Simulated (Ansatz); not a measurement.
The same ligand exchange along the group F, Cl, Br, I.

Program: Ansatz. Geometries: PBE0-D4/def2-TZVP. ΔE: electronic, gas phase. CCSD(T)/CBS is the MP2 limit (def2-TZVPP, def2-QZVPP) plus CCSD(T) − MP2 in def2-TZVPP, frozen cores. This one scheme is used for every species. DFT in def2-TZVPP. B3LYP here is the variant with VWN-RPA as its local correlation; programs differ in this. Elements past krypton have def2 core potentials. For Br, I outer-core shells are correlated without core-valence functions, which leaves a few kJ/mol of doubt a bond. Scalar relativity is left out up to krypton. One conformer a species, not always the lowest.

| reaction | r2SCAN-D4 (kJ/mol) | CCSD/CBS(def2) (kJ/mol) | B3LYP-D4 (kJ/mol) |
| --- | --- | --- | --- |
| `F[SiH2][SiH3]` + `O[SiH2]O` → `O[SiH2]O[SiH2][SiH3]` + H–F | 27 | 22 | 23 |
| `[SiH3][SiH2]Cl` + `O[SiH2]O` → `O[SiH2]O[SiH2][SiH3]` + HCl | -2 | -6 | -9 |
| `[SiH3][SiH2]Br` + `O[SiH2]O` → `O[SiH2]O[SiH2][SiH3]` + HBr | -2 | -4 | -10 |
| `[SiH3][SiH2]I` + `O[SiH2]O` → `O[SiH2]O[SiH2][SiH3]` + HI | -7 | -7 | -15 |

Question: Give the CCSD(T)/CBS values in the same order. (Best estimate.)

Answer: Computed: 21, -5, -3, -5 kJ/mol.

Largest T1 diagnostic: 0.012, for `O[SiH2]O[SiH2][SiH3]`.
